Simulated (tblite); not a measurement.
Species: C₂H₈GeN₂Si.
SMILES with atom numbers: `[N:1]#[C:2][CH2:3][SiH2:4][GeH2:5][NH2:6]` (hydrogens: H7, H8 on C3; H9, H10 on Si4; H11, H12 on Ge5; H13, H14 on N6)

Computed with GFN2-xTB (tblite), gas phase: L-BFGS steps from a force-field or distance-geometry start until the largest atomic force falls under 0.01 eV/Å.

Step 18: E = -484.8866 eV
```
atom  x, y, z in Å  |  force x, y, z in eV/Å
N1     -0.6991    2.6854   -0.2466   -0.003  -0.045   0.005
C2     -1.2113    1.6607   -0.2483    0.049  -0.032  -0.006
C3     -1.7980    0.3609   -0.2592   -0.013  -0.012   0.039
Si4    -0.5417   -0.9484   -0.9247   -0.054   0.065   0.019
Ge5     1.2443   -1.0419    0.6176    0.049   0.046  -0.006
N6      2.0616    0.5698    0.8528   -0.021  -0.017   0.008
H7     -2.7086    0.3924   -0.8582    0.032  -0.033  -0.030
H8     -2.0737    0.0995    0.7647   -0.043   0.008   0.024
H9     -0.1111   -0.4634   -2.2380    0.031   0.002  -0.058
H10    -1.3145   -2.1754   -1.1118   -0.014  -0.038   0.040
H11     2.3823   -1.9556    0.2183   -0.059   0.025  -0.020
H12     0.8864   -1.4570    2.0295   -0.019   0.016  -0.058
H13     2.3710    1.0138   -0.0029    0.046  -0.002   0.034
H14     1.5117    1.2589    1.3496    0.018   0.018   0.009
```

Step 19: E = -484.8881 eV
```
atom  x, y, z in Å  |  force x, y, z in eV/Å
N1     -0.6969    2.6810   -0.2469    0.042   0.040   0.003
C2     -1.2099    1.6575   -0.2481    0.002  -0.103   0.005
C3     -1.7986    0.3588   -0.2574   -0.028   0.007   0.025
Si4    -0.5438   -0.9475   -0.9239   -0.023   0.059   0.036
Ge5     1.2432   -1.0382    0.6144    0.081   0.033   0.033
N6      2.0657    0.5711    0.8561   -0.044  -0.002  -0.010
H7     -2.7062    0.3900   -0.8606    0.017  -0.026  -0.027
H8     -2.0781    0.0986    0.7654   -0.040   0.007   0.027
H9     -0.1140   -0.4675   -2.2370    0.039   0.021  -0.092
H10    -1.3156   -2.1723   -1.1109   -0.035  -0.080   0.039
H11     2.3811   -1.9542    0.2130   -0.077   0.038  -0.010
H12     0.8817   -1.4546    2.0272   -0.008   0.018  -0.081
H13     2.3772    1.0155    0.0007    0.042  -0.011   0.052
H14     1.5134    1.2612    1.3508    0.034  -0.001  -0.002
```

Step 20: E = -484.8901 eV
```
atom  x, y, z in Å  |  force x, y, z in eV/Å
N1     -0.6927    2.6733   -0.2472    0.090   0.122   0.000
C2     -1.2074    1.6515   -0.2477   -0.052  -0.153   0.023
C3     -1.8006    0.3555   -0.2546   -0.046   0.027   0.005
Si4    -0.5476   -0.9457   -0.9224    0.028   0.022   0.030
Ge5     1.2429   -1.0318    0.6100    0.085   0.012   0.064
N6      2.0712    0.5729    0.8613   -0.057   0.026  -0.027
H7     -2.7029    0.3861   -0.8648   -0.011  -0.013  -0.021
H8     -2.0859    0.0972    0.7666   -0.036   0.005   0.031
H9     -0.1190   -0.4735   -2.2377    0.039   0.038  -0.106
H10    -1.3193   -2.1688   -1.1098   -0.046  -0.110   0.042
H11     2.3787   -1.9504    0.2056   -0.084   0.044   0.000
H12     0.8755   -1.4499    2.0224    0.005   0.016  -0.096
H13     2.3889    1.0182    0.0081    0.040  -0.019   0.064
H14     1.5175    1.2648    1.3530    0.044  -0.018  -0.009
```

Step 21: E = -484.8927 eV
```
atom  x, y, z in Å  |  force x, y, z in eV/Å
N1     -0.6861    2.6626   -0.2476    0.115   0.152  -0.002
C2     -1.2043    1.6429   -0.2467   -0.082  -0.131   0.041
C3     -1.8046    0.3513   -0.2511   -0.055   0.036  -0.017
Si4    -0.5525   -0.9440   -0.9208    0.079  -0.038  -0.001
Ge5     1.2438   -1.0231    0.6051    0.052  -0.008   0.069
N6      2.0774    0.5749    0.8679   -0.048   0.054  -0.036
H7     -2.6996    0.3813   -0.8705   -0.046   0.003  -0.015
H8     -2.0974    0.0956    0.7683   -0.032   0.001   0.029
H9     -0.1260   -0.4811   -2.2413    0.028   0.047  -0.088
H10    -1.3267   -2.1661   -1.1087   -0.035  -0.112   0.051
H11     2.3749   -1.9433    0.1972   -0.069   0.034   0.002
H12     0.8691   -1.4427    2.0146    0.012   0.007  -0.087
H13     2.4067    1.0217    0.0201    0.044  -0.021   0.056
H14     1.5246    1.2697    1.3565    0.038  -0.022  -0.003
```

Problem. Estimate the geometry and energy of step 22. (The exact step hangs on the optimiser's Hessian estimate; all steps are aligned on step 21, rigid shifts and turns removed.)

Solution. E = -484.8949 eV, largest force 0.134 eV/Å
```
atom  x, y, z in Å  |  force x, y, z in eV/Å
N1     -0.6786    2.6521   -0.2479    0.095   0.095   0.001
C2     -1.2020    1.6344   -0.2449   -0.066  -0.034   0.046
C3     -1.8095    0.3473   -0.2482   -0.044   0.026  -0.031
Si4    -0.5562   -0.9440   -0.9204    0.089  -0.081  -0.039
Ge5     1.2451   -1.0150    0.6011    0.000  -0.010   0.043
N6      2.0819    0.5765    0.8737   -0.020   0.064  -0.030
H7     -2.6979    0.3775   -0.8761   -0.072   0.016  -0.008
H8     -2.1092    0.0945    0.7699   -0.025  -0.006   0.014
H9     -0.1330   -0.4875   -2.2469    0.009   0.042  -0.044
H10    -1.3357   -2.1655   -1.1075   -0.005  -0.086   0.061
H11     2.3708   -1.9349    0.1909   -0.035   0.009  -0.005
H12     0.8652   -1.4352    2.0056    0.008  -0.010  -0.048
H13     2.4256    1.0248    0.0333    0.052  -0.015   0.027
H14     1.5330    1.2745    1.3604    0.014  -0.009   0.014
```

The energy changes by -0.0023 eV. The first-order estimate −F·Δx gives -0.0032 eV and the mean of the old and new forces, exact on a quadratic surface, -0.0023 eV. The step makes an angle of 78° with the force vector and moves no atom by more than 0.023 Å.

The cost below is that of the whole relaxation. The run took 1.1 s wall on one thread, Intel Xeon at 2.70 GHz (x86_64) (shared host).
